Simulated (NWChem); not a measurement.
System meant: C₄H₄F₂; SMILES C=C=CC(F)F

NWChem input:

```
start job
memory heap 200 mb stack 900 mb global 1100 mb
geometry units angstroms noautoz
  C      0.282394    -2.789387     0.000000
  C     -0.174608    -1.565990     0.000000
  C     -0.618858    -0.334249     0.000000
  C      0.286080     0.855287     0.000000
  F      0.040808     1.623331    -1.086953
  F      0.040808     1.623331     1.086953
  H      0.478166    -3.319807    -0.937676
  H      0.478166    -3.319807     0.937676
  H     -1.694356    -0.119024     0.000000
  H      1.352846     0.574356     0.000000
end
basis spherical
  * library def2-svp
end
dft
  odft
  mult 2
  xc xpbe96 cpbe96
  iterations 150
  mulliken
end
task dft energy
```

End of the output:

```
 Summary of "ao basis" -> "" (spherical)
 ------------------------------------------------------------------------------
       Tag                 Description            Shells   Functions and Types
 ---------------- ------------------------------  ------  ---------------------
 *                          def2-svp                  on all atoms

  pbe96 is a nonlocal functional; adding pw91lda local functional.

                                 NWChem DFT Module
                                 -----------------

 Summary of "ao basis" -> "ao basis" (spherical)
 ------------------------------------------------------------------------------
       Tag                 Description            Shells   Functions and Types
 ---------------- ------------------------------  ------  ---------------------
 C                          def2-svp                 6       14   3s2p1d
 F                          def2-svp                 6       14   3s2p1d
 H                          def2-svp                 3        5   2s1p

 Summary of "ao basis" -> "ao basis" (spherical)
 ------------------------------------------------------------------------------
       Tag                 Description            Shells   Functions and Types
 ---------------- ------------------------------  ------  ---------------------
 C                          def2-svp                 6       14   3s2p1d
 F                          def2-svp                 6       14   3s2p1d
 H                          def2-svp                 3        5   2s1p

      Symmetry analysis of basis
      --------------------------

        a'         67
        a"         37

  number of electrons :                   46
  multiplicity        :                    2
 ------------------------------------------------------------------------
  no. of electrons and multiplicity not compatible                  46
 ------------------------------------------------------------------------
 ------------------------------------------------------------------------
  current input line :
    25: task dft energy
 ------------------------------------------------------------------------
 ------------------------------------------------------------------------
 There is an error in the input file
 ------------------------------------------------------------------------
 For more information see the NWChem manual at https://nwchemgit.github.io

0: no. of electrons and multiplicity not compatible:Received an Error in Communication
```

**Question.** What is wrong, and how is it mended?

**Answer.** The program refused the input. Cause: the multiplicity doesn't fit the number of electrons (an even count wants an odd multiplicity, and the reverse). This input runs:
```
start job
memory heap 200 mb stack 900 mb global 1100 mb
geometry units angstroms noautoz
  C      0.282394    -2.789387     0.000000
  C     -0.174608    -1.565990     0.000000
  C     -0.618858    -0.334249     0.000000
  C      0.286080     0.855287     0.000000
  F      0.040808     1.623331    -1.086953
  F      0.040808     1.623331     1.086953
  H      0.478166    -3.319807    -0.937676
  H      0.478166    -3.319807     0.937676
  H     -1.694356    -0.119024     0.000000
  H      1.352846     0.574356     0.000000
end
basis spherical
  * library def2-svp
end
dft
  xc xpbe96 cpbe96
  iterations 150
  mulliken
end
task dft energy
```
It converges to -353.79378 Ha (PBE/def2-SVP).
